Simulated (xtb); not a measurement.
cobalt atom (Co), quartet (GFN-xTB shapes and energies of metal compounds can be far from the true ones); GFN1-xTB (xtb).

Input for xtb:
```
$ xtb mol.xyz --gfn 1 --uhf 3 --acc 1000 --json

# file mol.xyz
1

Co     0.00000000     0.00000000     0.00000000
```

It wrote (shortened):

```
   ID    Z sym.   atoms
    1   27 Co     1

           -------------------------------------------------
          |                Calculation Setup                |
           -------------------------------------------------

           -------------------------------------------------
          |                 G F N 1 - x T B                 |
           -------------------------------------------------

          ...................................................
          :                      SETUP                      :
          :.................................................:
          :  # basis functions                  10          :
          :  # atomic orbitals                   9          :
          :  # shells                            3          :
          :  # electrons                         9          :
          :  # halogen bonds                     0          :
          :  max. iterations                   250          :
          :  Hamiltonian                  GFN1-xTB          :
          :  restarted?                      false          :
          :  GBSA solvation                  false          :
          :  PC potential                    false          :
          :  electronic temp.          300.0000000     K    :
          :  accuracy                 1000.0000000          :
          :  -> integral cutoff          0.2000000E+02      :
          :  -> integral neglect         0.1000000E-04      :
          :  -> SCF convergence          0.1000000E-02 Eh   :
          :  -> wf. convergence          0.2000000E-01 e    :
          :  Broyden damping             0.4000000          :
          :  net charge                          0          :
          :  unpaired electrons                  3          :
          ...................................................

 iter      E             dE          RMSdq      gap      omega  full diag
   1     -3.1957640 -0.319576E+01  0.141E+01    0.74       0.7  T
   2     -3.1957640 -0.108928E-09  0.113E+01    0.73       0.7  T
   3     -3.1957640 -0.874394E-10  0.871E+00    0.73       0.7  T
   4     -3.1957640 -0.643379E-10  0.641E+00    0.72       0.7  T
   5     -3.1957640 -0.426668E-10  0.446E+00    0.72       0.7  T
   6     -3.1957640 -0.250284E-10  0.290E+00    0.72       0.7  T
   7     -3.1957640 -0.127169E-10  0.173E+00    0.71       0.7  T
   8     -3.1957640 -0.548361E-11  0.931E-01    0.71       0.7  T
[...]
         :: total energy              -3.195764042288 Eh    ::
[...]
         :: dispersion energy          0.000000000000 Eh    ::
         :: halogen bond corr.         0.000000000000 Eh    ::
         :: add. restraining           0.000000000000 Eh    ::
         :: total charge              -0.000000000145 e     ::
         :::::::::::::::::::::::::::::::::::::::::::::::::::::

           -------------------------------------------------
          |                Property Printout                |
           -------------------------------------------------

    * Orbital Energies and Occupations

         #    Occupation            Energy/Eh            Energy/eV
      -------------------------------------------------------------
         1        1.6000           -0.3731888             -10.1550
         2        1.6000           -0.3731888             -10.1550
         3        1.6000           -0.3731888             -10.1550
         4        1.6000           -0.3731888             -10.1550
         5        1.6000           -0.3731888             -10.1550
         6        1.0000           -0.1641324              -4.4663 (HOMO)
         7        0.0000           -0.1380017              -3.7552 (LUMO)
         8        0.0000           -0.1380017              -3.7552
         9        0.0000           -0.1380017              -3.7552
      -------------------------------------------------------------
                  HL-Gap            0.0261307 Eh            0.7111 eV
             Fermi-level           -0.2621963 Eh           -7.1347 eV

  Mulliken/CM5 charges         n(s)   n(p)   n(d)
     1Co   -0.00000 -0.00000   1.000  0.000  8.000

Wiberg/Mayer (AO) data.
largest (>0.10) Wiberg bond orders for each atom

 ---------------------------------------------------------------------------
     #   Z sym  total        # sym  WBO       # sym  WBO       # sym  WBO
 ---------------------------------------------------------------------------
     1  27 Co   0.000
 ---------------------------------------------------------------------------

 dipole moment from electron density (au)
     X       Y       Z
   0.0000   0.0000   0.0000  total (Debye):    0.000

           -------------------------------------------------
          | TOTAL ENERGY               -3.195764042288 Eh   |
          | GRADIENT NORM               0.000000000000 Eh/α |
          | HOMO-LUMO GAP               0.711053322688 eV   |
           -------------------------------------------------

normal termination of xtb
```
